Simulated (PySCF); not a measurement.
C2H6ClFSi2, SMILES F[C@H]1C[SiH2][Si@H]1Cl. Geometry optimised at PBE-D3(BJ)/def2-SVP. The structure was generated by enumeration; whether it is a known compound was not checked.

Method: PBE-D3(BJ)/def2-SVP run with PySCF.

Harmonic wavenumbers (cm⁻¹): 88, 95, 141, 297, 354, 381, 409, 463, 503, 543, 597, 624, 663, 691, 741, 814, 893, 959, 1019, 1049, 1110, 1196, 1297, 1377, 2157, 2163, 2187, 2905, 2986, 3057. Rotational constants (GHz): 2.040, 1.597, 1.086; symmetry number 1.

Task: Work out the zero-point energy and the ideal-gas rigid-rotor harmonic-oscillator thermochemistry at 298.15 K and 1 atm.

Result: ZPE = ½ Σ hcν = ½ × 31762 cm⁻¹ = 45.41 kcal/mol. H − E(el) = 51.03 kcal/mol. Entropy in cal/(mol K): translation 40.74, rotation 28.90, vibration 19.11, total 88.74. G − E(el) = 24.57 kcal/mol. Cp = 31.24 cal/(mol K). Modes under 150 cm⁻¹ make the vibrational entropy uncertain.
